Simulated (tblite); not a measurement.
Species: C7H11F3P (charge +1).
Z-matrix (Å and degrees, GFN2-xTB geometry), rows numbered from 1:
```
C 
C   1  1.3271
P   2  1.7859  1  122.43
C   3  1.8230  2  116.77  1  -137.37
C   4  1.5389  3  104.13  2  -103.99
C   5  1.5278  4  107.36  3   -38.80
C   6  1.5360  5  106.12  4    50.79
C   7  1.5210  3  106.99  2  -101.72
F   8  1.3177  7  114.32  3   172.87
F   8  1.3395  7  110.49  3   -64.23
F   8  1.3495  7  108.56  3    51.52
H   1  1.0782  2  121.19  3  -179.36
H   1  1.0790  2  122.39  3     0.33
H   2  1.0845  1  122.72  3   179.64
H   3  1.3780  2  109.39  1    -8.14
H   4  1.0939  3  108.47  2   137.82
H   4  1.0904  3  111.97  2    18.36
H   5  1.0915  4  110.28  3    80.73
H   5  1.0887  4  110.54  3  -160.09
H   6  1.0922  5  110.02  4   -67.98
H   6  1.0894  5  111.70  4   171.91
H   7  1.0974  3  109.77  2    15.23
```

Computed values, GFN2-xTB/tblite, gas phase, harmonic and unscaled. Against measured fundamentals such values can be off by several per cent, at times by over 20. Modes of hydrogen on phosphorus can be 10 to 20 % off. One conformer, not necessarily the lowest.

Harmonic wavenumbers (cm⁻¹): 37.0, 46.4, 60.7, 112.4, 141.8, 162.7, 217.3, 262.0, 278.9, 315.9, 362.1, 426.6, 482.3, 497.0, 518.8, 553.5, 603.7, 669.9, 746.8, 761.3, 790.6, 808.0, 816.2, 868.1, 903.2, 916.6, 938.2, 975.4, 988.0, 994.0, 1013.7, 1020.9, 1065.8, 1081.7, 1110.6, 1142.3, 1152.8, 1167.8, 1206.0, 1212.2, 1224.4, 1245.8, 1302.0, 1323.1, 1364.0, 1397.9, 1463.8, 1472.2, 1627.7, 2413.9, 2913.6, 2949.7, 2987.9, 2992.3, 2999.2, 3018.6, 3024.0, 3032.2, 3089.3, 3123.4.

A = 1179, B = 882.9, C = 592.8 MHz; mass 183.055 u (most abundant isotopes); point group C1, symmetry number 1.

Task: Zero-point energy?

Result: Half the sum of the wavenumbers: 36197 cm⁻¹ = 103.49 kcal/mol.

Task: What is S at 400 K and 1 bar for an ideal gas of classical rigid rotors and harmonic oscillators?

Result: Translation 43.01, rotation 31.51, vibration 51.09: S = 125.6 cal/(mol K).

Task: And Cp and H(400 K) − H(0)?

Result: Cp = 59.51 cal/(mol K), of which vibrations give 51.56 (their classical limit is 60 R = 119.2); H(400 K) − H(0) = 13.57 kcal/mol without the zero-point energy, 10.39 from vibrations.

Task: What must be added to the electronic energy to get the Gibbs energy at 400 K and 1 bar?

Result: ZPE + [H(400 K) − H(0)] − T·S = 103.49 + 13.57 − 50.24 = 66.82 kcal/mol.

Task: Which modes carry the vibrational entropy at 400 K?

Result: 37.0 cm⁻¹: 6.00; 46.4 cm⁻¹: 5.55; 60.7 cm⁻¹: 5.02; 112.4 cm⁻¹: 3.80; 141.8 cm⁻¹: 3.35; 162.7 cm⁻¹: 3.08 cal/(mol K); the other 54 give 24.31 together.

Hindered rotation and anharmonicity are outside this model. Other conformers, if any are populated, would add a mixing term that is left out. The structure is chiral; the term R ln 2 for an equal mix with its mirror image is left out.
